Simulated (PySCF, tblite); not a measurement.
Q: What does the GFN2-xTB structure of `CC(C)CN1C=CN=N1` look like in three dimensions?

A: 
```
atom  x, y, z in Å
C1    -2.253    0.691   -0.925
C2    -1.040    0.379   -0.053
C3    -1.417   -0.561    1.087
C4     0.069   -0.247   -0.916
N5     1.307   -0.353   -0.198
C6     2.254    0.594   -0.016
C7     3.195   -0.016    0.780
N8     2.772   -1.269    1.034
N9     1.650   -1.459    0.451
H10   -2.626   -0.219   -1.390
H11   -3.048    1.118   -0.321
H12   -2.000    1.400   -1.710
H13   -0.656    1.316    0.369
H14   -2.113   -0.074    1.767
H15   -0.537   -0.863    1.650
H16   -1.890   -1.457    0.693
H17    0.236    0.359   -1.811
H18   -0.221   -1.258   -1.212
H19    2.193    1.570   -0.450
H20    4.118    0.358    1.169
```

Orientation and origin are arbitrary. Atoms count from 1 in this order. N5 (pyrrole-type nitrogen) is planar (angles 128.3°, 122.0° and 109.7°, sum 360.0°, 0.02 Å off the plane of its three neighbours). N8 (pyridine-type nitrogen) is bent (angle 109.1°). The 3 C–N bonds span 1.346 Å (C7–N8, aromatic) to 1.435 Å (C4–N5, drawn single), a spread of 0.089 Å. The 5-membered ring N5–C6–C7–N8–N9 has internal angles of 104.2° to 109.7° (sum 540°, against 540° for a flat polygon); it is planar, 0.00 Å rms from its mean plane, widest ring torsion 0°.

Bonds between heavy atoms (Å): C1–C2 1.526, C2–C3 1.526, C2–C4 1.538, C4–N5 1.435, N5–C6 1.352, C6–C7 1.375, C7–N8 1.346, N8–N9 1.279, N5–N9 1.327.

Computed geometry: GFN2-xTB, gas phase.

Point group: C1 (no symmetry element, even within 0.4 Å). Its GFN2-xTB frequencies are all real (lowest 30 cm⁻¹). The numbers are those of one conformer (C1–C2–C4–N5 170°, C2–C4–N5–C6 -83°).
